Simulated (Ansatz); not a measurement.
`[Cl][SnH][GeH3]` radical, relaxed with UKS PBE0-D4/def2-TZVP in Ansatz from a PBE-D4/def2-SVP geometry. The force threshold is 0.005 eV/Å; the program also tests the step.

Total charge 0; spin multiplicity 2. Sn: def2 effective core potential.

Start:

```xyz
7

Cl    2.918   -0.628   -0.038
Sn    0.677   -1.372   -0.495
Ge   -0.788    0.829   -0.105
H     0.408   -2.591    0.751
H    -0.583    1.358    1.340
H    -0.345    1.909   -1.123
H    -2.287    0.495   -0.329
```

(1) By how much does the energy fall, and how many steps does the optimiser take? (Best estimate.)

(2) Which bonds change most? (Estimate.)

(3) Give the relaxed structure. (Best estimate.)

## Answers

(1) The calculation gave: 0.77 kcal/mol, in 5 steps.

(2) The calculation gave: Cl1–Sn2 from 2.405 to 2.356 Å; Sn2–Ge3 from 2.673 to 2.633 Å; Sn2–H4 from 1.764 to 1.730 Å; Ge3–H5 from 1.553 to 1.537 Å.

(3) The calculation gave: 
```xyz
7

Cl    2.874   -0.634   -0.038
Sn    0.668   -1.340   -0.468
Ge   -0.782    0.826   -0.100
H     0.418   -2.569    0.722
H    -0.580    1.355    1.329
H    -0.335    1.880   -1.120
H    -2.263    0.483   -0.325
```
